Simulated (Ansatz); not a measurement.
`[OH][GeH2][SiH](O)Cl`. The species carries charge 0 and has multiplicity 1. The structure was optimised at the PBE0-D4/def2-TZVP level. It is one conformer, not always the lowest.

```xyz
10

O    -2.148    0.597    0.862
Ge   -1.064   -0.666    0.216
Si    1.155    0.230    0.151
O     2.143   -0.522   -0.917
Cl    0.857    2.212   -0.382
H    -1.922    1.464    0.516
H    -1.251   -1.863    1.159
H    -1.507   -1.058   -1.214
H     1.889    0.228    1.434
H     1.846   -0.622   -1.823
```

**Question.** What is the dipole moment at ωB97M-V/def2-TZVPP? (An estimate is asked.)

**Answer.** The calculation gave: 1.92 D, with components (0.69, -0.87, -1.57) D in this frame, pointing from negative to positive charge.

**Question.** And with PBE, r2SCAN, B3LYP? (Estimate.)

**Answer.** The calculation gave: PBE 1.81 D, r2SCAN 1.88 D, B3LYP 1.88 D.

**Question.** Give the Mulliken charges with ωB97M-V, B3LYP, r2SCAN in def2-TZVPP. (An estimate is asked.)

**Answer.** Ansatz gave: 
```json
{"atom": "O1", "ωB97M-V": "-0.42", "B3LYP": "-0.43", "r2SCAN": "-0.44"}
{"atom": "Ge2", "ωB97M-V": "0.20", "B3LYP": "0.28", "r2SCAN": "0.29"}
{"atom": "Si3", "ωB97M-V": "0.46", "B3LYP": "0.51", "r2SCAN": "0.53"}
{"atom": "O4", "ωB97M-V": "-0.36", "B3LYP": "-0.37", "r2SCAN": "-0.40"}
{"atom": "Cl5", "ωB97M-V": "-0.23", "B3LYP": "-0.26", "r2SCAN": "-0.26"}
{"atom": "H6", "ωB97M-V": "0.17", "B3LYP": "0.17", "r2SCAN": "0.19"}
{"atom": "H7", "ωB97M-V": "0.02", "B3LYP": "0.00", "r2SCAN": "-0.01"}
{"atom": "H8", "ωB97M-V": "-0.01", "B3LYP": "-0.04", "r2SCAN": "-0.04"}
{"atom": "H9", "ωB97M-V": "-0.02", "B3LYP": "-0.06", "r2SCAN": "-0.07"}
{"atom": "H10", "ωB97M-V": "0.18", "B3LYP": "0.19", "r2SCAN": "0.21"}
```

B3LYP here is the variant with VWN-RPA as its local correlation; programs differ in this.
